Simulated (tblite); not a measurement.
C₅H₁₁ClOSi₂.
SMILES with atom numbers: `[CH2:1]=[CH:2][CH2:3][C@@H:4]1[CH2:5][SiH2:6][O:7][Si@@H:8]1[Cl:9]` (hydrogens: H10, H11 on C1; H12 on C2; H13, H14 on C3; H15 on C4; H16, H17 on C5; H18, H19 on Si6; H20 on Si8)

Structure optimised with GFN2-xTB, isolated species.

Problem. Give the optimised bond lengths and angles.

Solution. 
| bond | length (bohr) |
| --- | --- |
| C1=C2 | 2.494 |
| C2–C3 | 2.824 |
| C3–C4 | 2.899 |
| C4–C5 | 2.913 |
| C5–Si6 | 3.606 |
| Si6–O7 | 3.112 |
| O7–Si8 | 3.085 |
| Si8–Cl9 | 3.776 |
| C4–Si8 | 3.619 |
| C1–H10 | 2.035 |
| C1–H11 | 2.036 |
| C2–H12 | 2.047 |
| C3–H13 | 2.063 |
| C3–H14 | 2.070 |
| C4–H15 | 2.072 |
| C5–H16 | 2.066 |
| C5–H17 | 2.060 |
| Si6–H18 | 2.750 |
| Si6–H19 | 2.757 |
| Si8–H20 | 2.743 |

A selection of angles:
| angle | degrees |
| --- | --- |
| C1–C2–C3 | 124.5 |
| C2–C3–C4 | 110.5 |
| C3–C4–C5 | 112.1 |
| C3–C4–Si8 | 115.4 |
| C5–C4–Si8 | 106.7 |
| C4–C5–Si6 | 107.5 |
| C5–Si6–O7 | 98.3 |
| Si6–O7–Si8 | 119.8 |
| O7–Si8–Cl9 | 108.7 |
| C4–Si8–O7 | 98.6 |
| C4–Si8–Cl9 | 113.5 |

Torsions: C1–C2–C3–C4 -113° (anticlinal); C2–C3–C4–C5 -174° (antiperiplanar); C3–C4–C5–Si6 -158° (antiperiplanar); C4–C5–Si6–O7 25° (synperiplanar); C5–Si6–O7–Si8 -7° (synperiplanar); Si6–O7–Si8–Cl9 109° (anticlinal); C3–C4–Si8–O7 151° (antiperiplanar).

Of the pairs four or more bonds apart, C1···Si8 is among the closest relative to their van der Waals radii: 3.76 Å, 99 % of the sum of Bondi's values. Si6 (oxygen-bound silicon) is distorted tetrahedral (angles from 98.3° to 115.3°). O7 (siloxane oxygen) is bent (angle 119.8°). The 5-membered ring C4–C5–Si6–O7–Si8 has internal angles of 98.3° to 119.8° (sum 531°, against 540° for a flat polygon); it is puckered, 0.15 Å rms from its mean plane, widest ring torsion 31°. Si8 (chlorine-bound silicon) is distorted tetrahedral (angles from 98.6° to 117.1°). The C–C distances run from 1.320 Å (C1=C2, drawn double) to 1.541 Å (C4–C5, drawn single), a spread of 0.221 Å.

Point group: C1 (no symmetry element, even within 0.4 Å). Its GFN2-xTB frequencies are all real (lowest 45 cm⁻¹). The numbers are those of one conformer. 3 starts were optimised and ended at 0.00, 0.58 and 1.10 kcal/mol (GFN2-xTB); the lowest of these is shown.

These are computed values.
